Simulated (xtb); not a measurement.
C₃H₇FSi₂, SMILES C#C[SiH2][C@H](F)[SiH3]. All values are semi-empirical tight-binding results from xtb (GFN2-xTB unless named), good for trends rather than for accurate numbers. Geometry: GFN2-xTB. The structure was generated by enumeration; whether it is a known compound was not checked. Other conformers were not sampled.

Optimised geometry:

Bonds (Å): C1–C2 1.202, C1–H7 1.053, C2–Si3 1.849, Si3–C4 1.922, Si3–H8 1.466, Si3–H9 1.465, C4–F5 1.405, C4–Si6 1.917, C4–H10 1.096, Si6–H11 1.462, Si6–H12 1.462, Si6–H13 1.463. Angles (°): C2–C1–H7 179.6, C1–C2–Si3 178.7, C2–Si3–C4 105.6, C2–Si3–H8 109.8, C2–Si3–H9 110.2, C4–Si3–H8 109.5, C4–Si3–H9 109.7, H8–Si3–H9 111.9, Si3–C4–F5 107.5, Si3–C4–Si6 117.5, Si3–C4–H10 109.3, F5–C4–Si6 107.6, F5–C4–H10 104.5, Si6–C4–H10 109.4, C4–Si6–H11 108.3, C4–Si6–H12 106.9, C4–Si6–H13 108.6, H11–Si6–H12 111.5, H11–Si6–H13 110.1, H12–Si6–H13 111.4.

Computed properties:
```yaml
orbital_gap: 4.53 eV
dipole_moment: 2.16 D
zero_point_energy: 48.3 kcal/mol
G − E(el) at 298.15 K (modified RRHO): 26.7 kcal/mol
static polarisability (D4 model): 91.1 bohr³
solvation energy, GFN2-xTB/ALPB(water): -1.6 kcal/mol
solvation energy, GFN2-xTB/ALPB(acetone): -5.5 kcal/mol
```

Task: Give the atomic charges and the Wiberg bond orders between heavy atoms. (The exact figures need the calculation; the answer reports its results.)

Result: charges (e) C1 -0.08, C2 -0.13, Si3 0.47, C4 -0.07, F5 -0.30, Si6 0.45, H7 0.08, H8 -0.07, H9 -0.08, H10 0.01, H11 -0.09, H12 -0.10, H13 -0.08. Bond orders C1–C2 2.92, C2–Si3 0.93, Si3–C4 0.85, C4–F5 0.92, C4–Si6 0.88.
